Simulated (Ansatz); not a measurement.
Ideal-gas functions of AlBH$_{4}$O$_{2}$ (`B[O][AlH][OH]`) at 298.15 K and 1 bar, from an Ansatz frequency run at PBE0-D4/def2-TZVP.

Molar mass 73.82 g/mol, point group Cs (symmetry number 1), electronic degeneracy 1, moments of inertia 24.089, 159.662, 179.327 u Å². Harmonic wavenumbers (cm⁻¹, unscaled): 83, 92, 147, 255, 357, 498, 588, 640, 712, 894, 1009, 1059, 1247, 1462, 2017, 2520, 2594, 3968.

Use S(trans) = R[1.5 ln M + 2.5 ln T − 1.1517]; rotational temperatures θ = 24.2544 K / I; S(rot) = R[ln(√π/σ · √(T³/θAθBθC)) + 1.5]; for each mode x = 1.438777 ν̃/T, S = R[x/(eˣ − 1) − ln(1 − e⁻ˣ)] and H = RT x/(eˣ − 1); 1 cm⁻¹ = 0.0119627 kJ/mol; R = 8.31446 J/(mol·K).

**Question.** By hand: the entropy, in J/(mol·K).

**Answer.** Translation 162.5. Rotation: θ = 1.0069, 0.1519, 0.1353 K, giving 104.4. Vibration, mode by mode: 15.98, 15.13, 11.34, 7.10, 4.75, 2.77, 1.97, 1.61, 1.22, 0.60, 0.38, 0.31, 0.14, 0.06, 0.01, 0.00, 0.00, 0.00, in all 63.4. Electronic 0.0. Sum 330.3 J/(mol·K).

**Question.** By hand: H − E and G − E in kJ/mol, counted from the electronic energy.

**Answer.** Zero-point energy ½ × 20142 × 0.0119627 = 120.5; thermal vibration 9.9; translation, rotation and pV give 4 RT = 9.9. H − E = 140.3 kJ/mol, and G − E = 140.3 − 298.15 × 330.3/1000 = 41.8 kJ/mol.

Vibration gives 19 % of the entropy, 42.5 J/(mol·K) of it from the modes under 150 cm⁻¹: soft modes count most, and the harmonic formula is weakest for them. The sum counts one conformer and one mirror image; others add a mixing term.
